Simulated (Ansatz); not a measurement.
Consider the ligand exchange at a Ge–O bond: `O[SiH2][O][GeH3]` + `O[SiH3]` → `[SiH3][O][GeH3]` + `O[SiH2]O`.

Gas-phase electronic energies from Ansatz, PBE0-D4/def2-TZVP geometries. CCSD(T)/CBS adds triple-zeta CCSD(T) − MP2 to the extrapolated MP2 energy (def2 sets, frozen cores). DFT in def2-TZVPP. B3LYP here is the variant with VWN-RPA as its local correlation; programs differ in this. HSE06 is defined as in plane-wave codes. For Ge outer-core shells are correlated without core-valence functions, which leaves a few kJ/mol of doubt a bond. Scalar relativity is left out up to krypton. One conformer a species, not always the lowest.

```tsv
level	ΔE (kJ/mol)	difference from CCSD(T)/CBS
LDA (SPW92)	-0.4	-0.4
PBE-D4	0.0	0.0
revPBE-D4	0.1	0.1
r2SCAN-D4	0.0	0.0
B97M-V	-0.1	-0.1
PBE0-D4	0.0	0.0
B3LYP-D4	0.1	0.1
r2SCANh-D4	-0.1	-0.1
HSE06-D4	-0.1	-0.1
BHLYP-D4	0.0	0.0
CAM-B3LYP-D4	-0.2	-0.2
ωB97X-V	-0.1	-0.1
ωB97M-V	0.0	0.0
B2PLYP	-0.5	-0.5
PBE-QIDH	-0.4	-0.4
PBE	-0.5	-0.5
revPBE	-0.7	-0.7
r2SCAN	-0.2	-0.2
PBE0	-0.6	-0.6
B3LYP	-0.8	-0.8
r2SCANh	-0.3	-0.3
HSE06	-0.6	-0.6
BHLYP	-0.8	-0.8
CAM-B3LYP	-0.8	-0.8
LC-ωPBE	-0.7	-0.7
RPA@PBE/def2-TZVPP	0.2	0.2
HF/def2-SVP	-1.1	-1.1
MP2/def2-SVP	-0.9	-0.9
CCSD/def2-SVP	-0.7	-0.7
CCSD(T)/def2-SVP	-0.6	-0.6
HF/def2-TZVPP	-1.0	-1.0
MP2/def2-TZVPP	-0.2	-0.2
SCS-MP2/def2-TZVPP	-0.3	-0.3
CCSD/def2-TZVPP	-0.1	-0.1
CCSD(T)/def2-TZVPP	0.1	0.1
MP2/def2-QZVPP	-0.2	-0.2
SCS-MP2/def2-QZVPP	-0.3	-0.3
HF/CBS(def2)	-1.0	-1.0
MP2/CBS(def2)	-0.2	-0.2
CCSD/CBS(def2)	-0.2	-0.2
CCSD(T)/CBS	0.0	0
```

Largest T1 diagnostic among the species: 0.012.

Leaving LDA and LC-ωPBE aside and taking each functional with its dispersion term where it has one, the values, not all of them listed here, spread over 0.7 kJ/mol, from B2PLYP to BLYP-D4.
